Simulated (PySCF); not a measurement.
In(H)(OH)(OEt) (C2H7InO2), SMILES [OH][InH][O]CC.

The structure is a stationary point at r2SCAN-D4/def2-SVP. The structure was generated by enumeration; whether it is a known compound was not checked. The def2 effective core potentials stand for the cores of In; spin–orbit coupling is left out. The values are those of a single conformer.

Computed with IEF-PCM-PBE0/def2-SVP in PySCF.

The values are the electrostatic part of the solvation free energy, E(continuum) − E(gas) at the gas-phase geometry, in a cavity of scaled van der Waals radii (PySCF's table); cavitation and dispersion terms are not included. A continuum can't describe solvent molecules that bind to the metal. In vacuum the orbital gap is 6.18 eV. The dipole moment in vacuum is 2.37 D.

Computed values in water (ε = 78.36), N,N-dimethylformamide (ε = 37.22), methanol (ε = 32.61):
```tsv
solvent	ε	ΔG(elec) (kcal/mol)	dipole (D)	gap (eV)
water	78.36	-9.2	3.10	6.76
N,N-dimethylformamide	37.22	-8.9	3.08	6.75
methanol	32.61	-8.9	3.07	6.74
```
